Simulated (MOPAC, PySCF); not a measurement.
C$_{4}$H$_{10}$S, SMILES `CC(S)(C)C` (C–C–S–H torsion 180°), neutral singlet in the gas phase. 

Cartesian coordinates (Å):
```xyz
15

C      1.4602    -0.2395     0.4603
C     -0.0152     0.0718     0.2007
C     -0.7786    -1.2084    -0.1352
C     -0.1537     1.0945    -0.9262
S     -0.6491     0.7897     1.7899
H      1.9058    -0.6696    -0.4393
H      2.0157     0.6637     0.7162
H      1.5755    -0.9574     1.2733
H     -1.8379    -1.0040    -0.2983
H     -0.6931    -1.9377     0.6698
H     -0.3772    -1.6531    -1.0506
H      0.2568     0.6854    -1.8540
H     -1.2007     1.3446    -1.1044
H      0.3798     2.0142    -0.6879
H     -1.9121     0.9919     1.3785
```
Charge 0, spin multiplicity 1.

All levels are single points at this geometry (B3LYP-D3(BJ)/def2-TZVP); Pople sets use spherical d functions. Orbital energies aren't observables, and empty levels follow the basis.

HF/STO-3G in PySCF gives gap (eV) = 18.50.

Q: Estimate the gap (eV) from each of these levels: B3LYP-D3(BJ)/def2-TZVP in PySCF; PBE-D3(BJ)/def2-TZVP in PySCF; B3LYP/6-31G* in PySCF; BP86/6-31G* in PySCF; SVWN5/6-31G* in PySCF; HF/3-21G in PySCF; HF/6-31G* in PySCF; PM7 in MOPAC.

A: 
```json
[
 {"level": "B3LYP-D3(BJ)/def2-TZVP in PySCF", "gap (eV)": "6.60"},
 {"level": "PBE-D3(BJ)/def2-TZVP in PySCF", "gap (eV)": "4.95"},
 {"level": "B3LYP/6-31G* in PySCF", "gap (eV)": "7.02"},
 {"level": "BP86/6-31G* in PySCF", "gap (eV)": "5.23"},
 {"level": "SVWN5/6-31G* in PySCF", "gap (eV)": "5.12"},
 {"level": "HF/3-21G in PySCF", "gap (eV)": "14.70"},
 {"level": "HF/6-31G* in PySCF", "gap (eV)": "14.21"},
 {"level": "PM7 in MOPAC", "gap (eV)": "8.63"}
]
```
